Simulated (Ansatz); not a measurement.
CH5FOSiTe (`OC[Te][SiH2]F`). The species carries charge 0 and has multiplicity 1. Te: def2 effective core potential. All single points use the PBE0-D4/def2-TZVP geometry. It is one conformer, not always the lowest.

```xyz
10

O     1.629   -0.558   -1.702
C     0.426    0.092   -1.496
Te    0.492    1.582    0.119
Si   -0.809    0.189    1.676
F    -2.392    0.385    1.528
H     1.853   -1.066   -0.916
H    -0.403   -0.578   -1.253
H     0.191    0.655   -2.396
H    -0.451    0.537    3.070
H    -0.536   -1.239    1.368
```

**Question.** What is the dipole moment at ωB97M-V/def2-TZVPP? (An estimate is asked.)

**Answer.** Computed: 1.25 D, with components (0.57, -1.06, 0.33) D in this frame, pointing from negative to positive charge.

**Question.** And with PBE, r2SCAN, B3LYP? (An estimate is asked.)

**Answer.** Computed: PBE 1.27 D, r2SCAN 1.34 D, B3LYP 1.24 D.

**Question.** Give the Mulliken charges with ωB97M-V, r2SCAN, PBE in def2-TZVPP. (Best estimate.)

**Answer.** Ansatz gave: 
| atom | ωB97M-V | r2SCAN | PBE |
| --- | --- | --- | --- |
| O1 | -0.28 | -0.32 | -0.26 |
| C2 | -0.19 | -0.03 | -0.16 |
| Te3 | -0.03 | -0.07 | -0.03 |
| Si4 | 0.38 | 0.48 | 0.38 |
| F5 | -0.31 | -0.32 | -0.27 |
| H6 | 0.19 | 0.21 | 0.20 |
| H7 | 0.15 | 0.10 | 0.13 |
| H8 | 0.16 | 0.11 | 0.15 |
| H9 | -0.03 | -0.08 | -0.06 |
| H10 | -0.04 | -0.09 | -0.08 |

B3LYP here is the variant with VWN-RPA as its local correlation; programs differ in this.
